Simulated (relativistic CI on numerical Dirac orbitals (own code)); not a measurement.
## Crystal-field levels of Tc3+, 4d4

Calculated by Dirac-Coulomb-Breit CI, orbitals from a KLI potential per configuration, QED by a radiative potential, valence Slater integrals scaled by 0.75, one configuration in a parametric crystal field (own radial code).

Field parameters in Wybourne normalisation: Oh B⁴₀ = 21Dq, B⁴₄ = √(5/14) B⁴₀. The field is a parameter set, without covalency.

S and J are read from ⟨S²⟩ = S(S + 1) and ⟨J²⟩ = J(J + 1) of each level; they are not fictitious spins.

Oh, 10Dq = 6000 cm⁻¹, the lowest 16 levels:

| E (cm⁻¹) | Degeneracy | Irrep | S | J |
| --- | --- | --- | --- | --- |
| 0.0 | 1 | A1 | 1.97 | 2.35 |
| 163 | 3 | T1 | 1.98 | 2.56 |
| 310 | 2 | E | 1.99 | 2.75 |
| 399 | 3 | T2 | 1.99 | 2.87 |
| 492 | 1 | A2 | 2.00 | 3.00 |
| 5981 | 3 | T2 | 1.99 | 2.45 |
| 6018 | 3 | T1 | 1.99 | 2.71 |
| 6060 | 1 | A1 | 1.98 | 3.04 |
| 6658 | 3 | T1 | 1.98 | 3.40 |
| 6676 | 2 | E | 1.98 | 3.50 |
| 7043 | 3 | T2 | 1.98 | 3.83 |
| 8629 | 1 | A1 | 1.02 | 4.08 |
| 9231 | 3 | T1 | 1.02 | 4.27 |
| 9563 | 3 | T2 | 0.99 | 4.06 |
| 9675 | 2 | E | 1.00 | 3.93 |
| 13584 | 3 | T2 | 0.94 | 4.91 |

Oh, 10Dq = 44250 cm⁻¹, the lowest 10 levels:

```
E (cm⁻¹)  Degeneracy  Irrep     S     J
     0.0           1     A1  1.00  4.38
     593           3     T1  1.00  4.22
    1457           3     T2  0.99  3.83
    1467           2      E  1.00  3.80
    9216           3     T2  0.02  4.45
    9923           2      E  0.02  4.46
   20383           1     A1  0.02  3.73
   29021           1     A2  2.00  3.00
   29027           3     T2  2.00  2.98
   29033           2      E  2.00  2.97
```

Oh, 10Dq = 39500 cm⁻¹, the lowest 16 levels:

```csv
E (cm⁻¹),Degeneracy,Irrep,S,J
0.0,1,A1,1.00,4.38
600,3,T1,1.00,4.21
1464,3,T2,0.99,3.84
1474,2,E,1.00,3.80
9149,3,T2,0.03,4.47
9899,2,E,0.02,4.49
20010,1,A1,0.02,3.74
24337,1,A2,2.00,3.00
24345,3,T2,2.00,2.98
24353,2,E,2.00,2.96
24362,3,T1,2.00,2.95
24371,1,A1,2.00,2.93
37858,3,T1,1.00,5.00
37961,1,A1,1.00,4.31
37994,3,T2,1.00,4.98
38244,3,T1,1.00,4.25
```

The free-ion ground term has S = 2. The field overcomes the spin-pairing energy for Oh, 10Dq = 44250 cm⁻¹; Oh, 10Dq = 39500 cm⁻¹, where the ground state has lower spin; these fields are assumed values.

Levels of this model without a field, named by their leading LS term (the scale mimics covalency, so terms lie below those of the real free ion): 5D_0 0, 5D_1 337, 5D_2 916, 5D_3 1652, 5D_4 2495, 3P_0 13377, 3H_4 13513, 3H_5 14298 cm⁻¹.
